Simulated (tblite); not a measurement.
Isomers of C4H11N2PSi. Computed values, GFN2-xTB/tblite, gas phase, harmonic and unscaled. The method is semi-empirical: single wavenumbers can be off by several per cent or more. Modes of hydrogen on phosphorus and silicon can be 10 to 20 % off. One conformer each.

Electronic energies: GFN2-xTB at the same geometries; isomer energies are rough at this level and their order can be wrong.

```
               SMILES  electronic energy, lowest = 0 (kcal/mol)
CN(C)P1(=N[SiH3])C=C1                                      52.5
   CN1C=CN(C)P1[SiH3]                                       0.0
 C=N[Si@](N)(P)C(=C)C                                      38.6
  C=CC[Si@@](N)(P)N=C                                      39.3
```

**Question.** How do GFN2-xTB zero-point energies change the relative energies?

**Answer.** 
```tsv
SMILES	ZPE (kcal/mol)	of it from modes above 1550 cm⁻¹	electronic (kcal/mol)	with ZPE, lowest = 0 (kcal/mol)	lowest mode (cm⁻¹)	rings
CN1C=CN(C)P1[SiH3]	89.0	46.4	0.0	0.0	57	1
C=N[Si@](N)(P)C(=C)C	89.3	51.6	38.6	39.0	19	0
C=CC[Si@@](N)(P)N=C	89.4	51.8	39.3	39.8	33	0
CN(C)P1(=N[SiH3])C=C1	87.6	43.8	52.5	51.1	40	1
```

The zero-point energies span 1.8 kcal/mol, from `CN(C)P1(=N[SiH3])C=C1` to `C=CC[Si@@](N)(P)N=C`. The order is unchanged.

**Question.** What do entropy and thermal enthalpy add at 298.15 K and 1 bar (rigid rotor, harmonic oscillator, one conformer each)?

**Answer.** 
```json
{"SMILES": "CN1C=CN(C)P1[SiH3]", "point group": "Cs", "symmetry number": "1", "S (cal/(mol K))": "105.9", "H − H(0) (kcal/mol)": "7.91", "ZPE + H − H(0) − TS (kcal/mol)": "65.3"}
{"SMILES": "C=CC[Si@@](N)(P)N=C", "point group": "C1", "symmetry number": "1", "S (cal/(mol K))": "113.1", "H − H(0) (kcal/mol)": "8.64", "ZPE + H − H(0) − TS (kcal/mol)": "64.3"}
{"SMILES": "CN(C)P1(=N[SiH3])C=C1", "point group": "C1", "symmetry number": "1", "S (cal/(mol K))": "109.2", "H − H(0) (kcal/mol)": "8.18", "ZPE + H − H(0) − TS (kcal/mol)": "63.2"}
```

Not tabulated: `C=N[Si@](N)(P)C(=C)C` (lowest mode only 19 cm⁻¹).
